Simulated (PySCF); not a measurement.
**C₆ coefficients of unlike pairs at B3LYP**

Calculated with PySCF 2.14 from the dipole response of each species, C₆(A,B) = (3/π) ∫ α_A(iu) α_B(iu) du, in atomic units, from isotropic polarisabilities. For ions this is the dispersion term alone; charge-induced terms of lower order in 1/R come first.

```
species           configuration                                                                           basis      relativity  α (bohr³)  C₆ (like pair)
     Kr               [Kr] (1S)                                                         aug-cc-pVDZ-DK (6s5p3d)   spin-free X2C      15.10           114.8
    C²⁺           [He] 2s2 (1S)                                                         aug-cc-pVDZ-DK (4s3p2d)   spin-free X2C      4.369           6.723
    Nb⁺           [Kr] 4d4 (5D)  x2c-TZVPPall with one added diffuse shell each of s, p, d, f type (9s7p7d3f1g)   spin-free X2C      29.37           192.6
     Ir  [Xe] 4f14 5d7 6s2 (4F)                                         aug-cc-pVDZ-PP with ECP60MDF (5s5p4d2f)  core potential      47.87           506.2
```

(1) Estimate C₆ for C²⁺ with Kr.

No spin-orbit coupling is included.

The other pairs:

```tsv
pair	C₆
Nb⁺, Kr	143.4
Ir, Nb⁺	311.7
Ir, C²⁺	57.47
Ir, Kr	229.5
Nb⁺, C²⁺	35.55
```

Answers

(1) The integral gives 27.34. The combination rule 2 C_A C_B / (C_A α_B/α_A + C_B α_A/α_B) gives 27.34 and the geometric mean 27.78.
